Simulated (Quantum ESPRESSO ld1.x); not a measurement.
Values are calculated unless marked as measured or tabulated.
One sound ld1.x (Quantum ESPRESSO 7.5) input for the mercury ion Hg3+ gives E = -19621.350 hartree in 31 iterations:

```
 &input
    zed=80.0,
    iswitch=1,
    rel=1,
    dft='BLYP',
    config='[Xe] 4f14 5d9',
    prefix='ld1',
    max_out_wfc=37,
    file_charge='ld1.rho',
 /
```

Changed or added lines, one case at a time, and what came of them:

- config='[Xe] 4f14 5d9 2d1': refused. The program stops in el_config with "main/angular quantum number mismatch": l must be smaller than n.
- config='[Xe] 4f14 5d9 5d9': refused. The program stops in el_config with "wavefunction 5D found too many times": a shell may stand twice only as spin up and down (lsd = 1) or as its two j (rel = 2, l > 0), within their capacities.
- tr2=1e-3: inaccurate. The cycle stops early, after 9 iterations, and the energy is off by +0.1537 hartree against the sound run.
- confg=1: refused. The program stops in ld1_readin with "reading input namelist": the namelist holds a keyword that &input does not know.
- tr2=1e-22: usable despite the warning. The threshold lies below the rounding noise, so the cycle runs to its limit and warns, but the energy differs from the sound run by less than 1e-5 hartree.
- lsd=1 dft='PBE': silently wrong. The run ends normally, but in this build (ld1.x 7.5) Etot and Exc of a spin-polarised run lack the gradient corrections of exchange and correlation and come out near their LSDA values (nitrogen, PBE: -54.132 hartree against -54.536 from two other codes). The eigenvalues and orbitals are those of the GGA; the energies must not be used.
- config='[Xe] 4f14 5d': refused. The program stops in el_config with "no occupancy field?": each term needs its occupation.
